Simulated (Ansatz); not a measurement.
Geometry optimisation, RHF/def2-SVP in Ansatz 0.2.0.

Input:

```yaml
crystal:
  periodic: [false, false, false]
  atoms:
    - { symbol: Mo, position_ang: [0.008152, 0.257521, -0.201484] }
    - { symbol: F, position_ang: [0.746823, -0.880077, 2.46471] }
    - { symbol: F, position_ang: [1.669126, 0.475861, 0.691952] }
    - { symbol: Cl, position_ang: [-0.218723, 2.547039, -0.679856] }
    - { symbol: F, position_ang: [-1.671225, 0.093637, 0.427132] }
    - { symbol: Cl, position_ang: [0.021895, -3.005017, -0.665099] }
    - { symbol: F, position_ang: [0.694829, -0.258155, -1.827488] }
    - { symbol: O, position_ang: [0.282105, -1.631137, 0.273847] }
    - { symbol: H, position_ang: [0.359837, -1.883789, 1.202115] }
    - { symbol: H, position_ang: [1.333681, -0.474783, 1.877071] }
basis:
  gaussian: { orbitals: def2-SVP }
hamiltonian:
  xc: hf
relax:
  f_tol: 0.03
  max_steps: 50
```

Launched with:

```bash
$ ansatz run input.yaml --threads 4 --pin off --max-ram 5120MiB --backend cpu --events-out ev --progress --plain --runs-dir out
```

Question: Where does it end, and by what steps?

Answer: The forces met the threshold. After 14 steps the energy has fallen by 0.837 eV; F2 moved furthest, 0.95 Å.

```json
{"step": "0", "energy less start (eV)": "0.0000", "largest force component (eV/Å)": "3.615", "accepted": "yes"}
{"step": "1", "energy less start (eV)": "-0.4791", "largest force component (eV/Å)": "1.702", "accepted": "yes"}
{"step": "2", "energy less start (eV)": "-0.5559", "largest force component (eV/Å)": "1.143", "accepted": "yes"}
{"step": "3", "energy less start (eV)": "-0.6862", "largest force component (eV/Å)": "1.227", "accepted": "yes"}
{"step": "4", "energy less start (eV)": "-0.7411", "largest force component (eV/Å)": "0.702", "accepted": "yes"}
{"step": "5", "energy less start (eV)": "-0.7814", "largest force component (eV/Å)": "0.291", "accepted": "yes"}
{"step": "6", "energy less start (eV)": "-0.8154", "largest force component (eV/Å)": "0.170", "accepted": "yes"}
{"step": "7", "energy less start (eV)": "-0.8230", "largest force component (eV/Å)": "0.812", "accepted": "yes"}
{"step": "8", "energy less start (eV)": "-0.8276", "largest force component (eV/Å)": "0.175", "accepted": "yes"}
{"step": "9", "energy less start (eV)": "-0.8347", "largest force component (eV/Å)": "0.133", "accepted": "yes"}
{"step": "10", "energy less start (eV)": "-0.8351", "largest force component (eV/Å)": "0.117", "accepted": "yes"}
{"step": "11", "energy less start (eV)": "-0.8346", "largest force component (eV/Å)": "0.269", "accepted": "no"}
{"step": "12", "energy less start (eV)": "-0.8368", "largest force component (eV/Å)": "0.041", "accepted": "yes"}
{"step": "13", "energy less start (eV)": "-0.8364", "largest force component (eV/Å)": "0.070", "accepted": "no"}
{"step": "14", "energy less start (eV)": "-0.8370", "largest force component (eV/Å)": "0.012", "accepted": "yes"}
```

```xyz
10
Properties=species:S:1:pos:R:3
Mo -0.088 0.400 -0.432
F 1.546 -1.392 2.452
F 0.963 0.685 1.139
Cl -0.265 2.622 -1.087
F -1.811 0.225 0.080
Cl -0.432 -3.115 -0.420
F 1.055 -0.090 -1.742
O 0.122 -1.704 0.263
H 0.615 -1.891 1.074
H 1.522 -0.498 2.236
```

Whether the end is a true minimum wasn't checked by a vibrational analysis.

Run time: 48 s on 4 threads of Arm Neoverse V2 (shared host), peak memory 0.49 GiB.
